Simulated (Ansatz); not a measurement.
`CNB(C)Cl` + HCl → `CNB(Cl)Cl` + CH₄ at 500 K and 1 bar (ligand exchange at a B–C bond).

Isolated molecules relaxed with PBE0-D4/def2-TZVP in Ansatz; ΔE leaves out vibrations. CCSD(T)/CBS adds triple-zeta CCSD(T) − MP2 to the extrapolated MP2 energy (def2 sets, frozen cores). This one scheme is used for every species. One conformer a species, not always the lowest.

```
    species  CCSD(T)/CBS energy (Eh)  H − E (kJ/mol)  S (J/(mol·K))
 `CNB(C)Cl`               -619.69503           303.3          404.4
        HCl               -460.38127            32.5          201.9
`CNB(Cl)Cl`              -1039.64309           204.3          389.4
        CH₄                -40.46206           135.6          206.8
```

H − E and S are ideal-gas, rigid-rotor, harmonic terms from PBE0-D4/def2-TZVP, for one conformer and one mirror image of each species. 1 Eh = 2625.50 kJ/mol, R = 8.31446 J/(mol·K).

Task: By hand: ΔE, ΔH, ΔS and ΔG.

Result: ΔE = (-1039.64309) + (-40.46206) − (-619.69503) − (-460.38127) = -0.02885 Eh = -75.7 kJ/mol. Δ(H − E) = 204.3 + 135.6 − 303.3 − 32.5 = 4.1, so ΔH = -71.6 kJ/mol. ΔS = 389.4 + 206.8 − 404.4 − 201.9 = -10.1 J/(mol·K). ΔG = -71.6 − 500 × (-10.1)/1000 = -66.5 kJ/mol.

Task: By hand: the equilibrium constant, and the temperature at which ΔG would vanish if ΔH and ΔS stayed fixed.

Result: log₁₀ K = −ΔG/(RT ln 10) = 6.9. ΔG = 0 at ΔH/ΔS = 7089 K, far beyond where these terms or the molecules hold.

The number of gas molecules stays the same, so ΔS is small and ΔH decides. A doubt of 5 kJ/mol in ΔE shifts log₁₀ K by 0.5 here. Other conformers and mirror images would add mixing entropy, several J/(mol·K) or more a flexible species. These are equilibria of isolated gas molecules and say nothing of rates. Largest T1 diagnostic: 0.011 (customary marks: 0.02 for closed shells, 0.045 for open ones).
